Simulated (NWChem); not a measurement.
Molecule: C4H5Br; SMILES CC=C=CBr

```xyz
10

C      0.6627    -3.3136     0.2915
C     -0.1798    -2.3513    -0.4877
C     -0.5431    -1.1566    -0.0868
C     -0.9064     0.0308     0.3131
Br     0.1166     1.5913    -0.0273
H      0.9635    -2.8970     1.2619
H      0.1147    -4.2536     0.4674
H      1.5717    -3.5745    -0.2745
H     -0.5226    -2.6771    -1.4803
H     -1.8238     0.2327     0.8718
```
Atoms are numbered in this order, from 1.

Computed with NWChem. Geometry optimised at PBE0/def2-SVP; all other runs use it. This build's default masses of Se (78.918 u) and Br (79.917 u) are each other's, which moves their modes by up to 0.6 %.

```tsv
quantity	level	value
cavity-dispersion-structure term (kcal/mol) in water	PBE0/def2-SVP, SMD	2.6
vertical, lowest excitation, singlet (eV)	PBE0/def2-SVPD, TDA	4.67
isotropic polarisability (bohr³), static	PBE0/def2-SVPD	___
vertical ionisation energy, ΔSCF (eV)	PBE0/def2-SVP	___
dipole (D)	PBE0/def2-SVP	2.14
highest harmonic frequency (cm⁻¹)	PBE0/def2-SVP	___
```

Question: What belongs in the gaps?

Answer: 
- isotropic polarisability (bohr³), static, value: 77.9
- vertical ionisation energy, ΔSCF (eV), value: 9.63
- highest harmonic frequency (cm⁻¹), value: 3223
